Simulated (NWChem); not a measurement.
# C$_{3}$H$_{4}$F$_{2}$O; SMILES CO/C(F)=C/F

```xyz
10

C      0.0540     2.2425     0.2091
O      0.6424     1.1214    -0.4753
C      0.0097    -0.0470    -0.2978
F     -1.2879    -0.0561    -0.6573
C      0.6149    -1.1418     0.1574
F     -0.0254    -2.3263     0.2112
H      0.6921     3.0976    -0.0160
H     -0.9611     2.4295    -0.1528
H      0.0363     2.0620     1.2906
H      1.6487    -1.1551     0.4757
```
Atoms are numbered in this order, from 1.

All runs: NWChem. Pople sets run with spherical d functions. All runs use the structure optimised with B3LYP/6-31G* (spherical d). B3LYP is NWChem's, with the RPA form of VWN correlation. Level: B3LYP/6-31G* with SMD (1 M gas to 1 M solution), gas-phase geometry.

### Question
Predict the results for solvent water. Quantities: solvation free energy (kcal/mol); cavity-dispersion-structure term (kcal/mol); dipole in solution (D).

### Answer
```yaml
solvation free energy (kcal/mol): 0.7
cavity-dispersion-structure term (kcal/mol): 5.4
dipole in solution (D): 3.08
```
